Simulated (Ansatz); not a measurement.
C₂H₆AlClSi (`[AlH2][C]1(Cl)C[SiH2]1`), relaxed with RKS PBE-D4/def2-SVP in the Gaussian-basis code of Ansatz from a rough embedded geometry. The force threshold is 0.03 eV/Å; the program also tests the step.

Charge 0, multiplicity 1.

Start:

```xyz
11

Al    1.367    1.331    0.332
C    -0.373    0.522   -0.020
Cl   -1.797    1.513    0.214
C    -0.538   -0.500   -0.979
Si   -0.575   -1.209    0.749
H     2.384    1.699   -0.930
H     1.933    1.563    1.818
H     0.415   -0.774   -1.551
H    -1.500   -0.523   -1.586
H     0.630   -1.969    0.964
H    -1.947   -1.653    0.989
```

| step | energy (eV) | largest force (eV/Å) | largest move (Å) |
| --- | --- | --- | --- |
| 1 | -29140.8352 | 4.162 | 0.000 |
| 2 | -29141.2742 | 1.607 | 0.147 |
| 3 | -29141.4112 | 0.444 | 0.174 |
| 4 | -29141.4500 | 0.256 | 0.083 |
| 5 | -29141.4712 | 0.135 | 0.191 |
| 6 (rejected) | -29141.4391 | 0.421 | 0.091 |
| 7 | -29141.4758 | 0.079 | 0.043 |
| 8 | -29141.4784 | 0.065 | 0.047 |
| 9 | -29141.4843 | 0.154 | 0.096 |
| 10 | -29141.5031 | 0.321 | 0.196 |
| 11 | -29141.5283 | 0.378 | 0.193 |
| 12 | -29141.5630 | 0.238 | 0.200 |
| 13 | -29141.5708 | 0.211 | 0.200 |
| 14 (rejected) | -29141.5669 | 0.247 | 0.041 |
| 15 | -29141.5787 | 0.088 | 0.020 |
| 16 (rejected) | -29141.5781 | 0.125 | 0.100 |
| 17 | -29141.5829 | 0.021 | 0.044 |

End:

```xyz
11

Al    1.345    1.529    0.359
C    -0.114    0.247    0.028
Cl   -1.127    1.847    0.252
C    -0.473   -0.685   -1.107
Si   -0.644   -1.431    0.631
H     2.033    2.220   -0.906
H     1.846    1.738    1.859
H     0.293   -0.897   -1.875
H    -1.484   -0.571   -1.546
H     0.385   -2.307    1.271
H    -2.059   -1.689    1.033
```

Run time 21 s (4 threads of an AMD EPYC 7B13 on a shared host); peak host memory 0.18 GiB.
